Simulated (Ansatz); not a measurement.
`Cl[SiH2]S[SiH](Cl)Cl`, relaxed with RKS PBE0-D4/def2-TZVP in the Gaussian-basis code of Ansatz from a GFN2-xTB geometry. The force threshold is 0.005 eV/Å; the program also tests the step.

Total charge 0; spin multiplicity 1.

Start:

```xyz
9

Cl    1.724   -1.813   -0.550
Si    1.747    0.075    0.115
S     0.107    1.227   -0.705
Si   -1.700    0.201   -0.150
Cl   -2.024   -1.396   -1.323
Cl   -1.629   -0.403    1.771
H     2.892    0.808   -0.385
H     1.604    0.092    1.561
H    -2.720    1.209   -0.334
```

```json
{"step": "1", "energy (eV)": "-64192.9307", "largest force (eV/Å)": "1.085", "largest move (Å)": "0.000"}
{"step": "2", "energy (eV)": "-64193.0193", "largest force (eV/Å)": "0.388", "largest move (Å)": "0.078"}
{"step": "3", "energy (eV)": "-64193.0348", "largest force (eV/Å)": "0.046", "largest move (Å)": "0.042"}
{"step": "4", "energy (eV)": "-64193.0356", "largest force (eV/Å)": "0.028", "largest move (Å)": "0.012"}
{"step": "5", "energy (eV)": "-64193.0370", "largest force (eV/Å)": "0.014", "largest move (Å)": "0.055"}
{"step": "6", "energy (eV)": "-64193.0376", "largest force (eV/Å)": "0.025", "largest move (Å)": "0.055"}
{"step": "7", "energy (eV)": "-64193.0379", "largest force (eV/Å)": "0.022", "largest move (Å)": "0.020"}
{"step": "8", "energy (eV)": "-64193.0380", "largest force (eV/Å)": "0.006", "largest move (Å)": "0.018"}
{"step": "9", "energy (eV)": "-64193.0380", "largest force (eV/Å)": "0.006", "largest move (Å)": "0.002"}
{"step": "10", "energy (eV)": "-64193.0380", "largest force (eV/Å)": "0.001", "largest move (Å)": "0.002"}
```

End:

```xyz
9

Cl    1.651   -1.845   -0.442
Si    1.672    0.120    0.123
S     0.109    1.251   -0.791
Si   -1.635    0.217   -0.179
Cl   -2.056   -1.349   -1.411
Cl   -1.474   -0.492    1.728
H     2.909    0.754   -0.377
H     1.578    0.170    1.595
H    -2.753    1.173   -0.245
```

Run time 28 s (2 threads of an AMD EPYC 7R13 on a shared host and a share of an NVIDIA H100 80 GB); peak host memory 0.95 GiB.
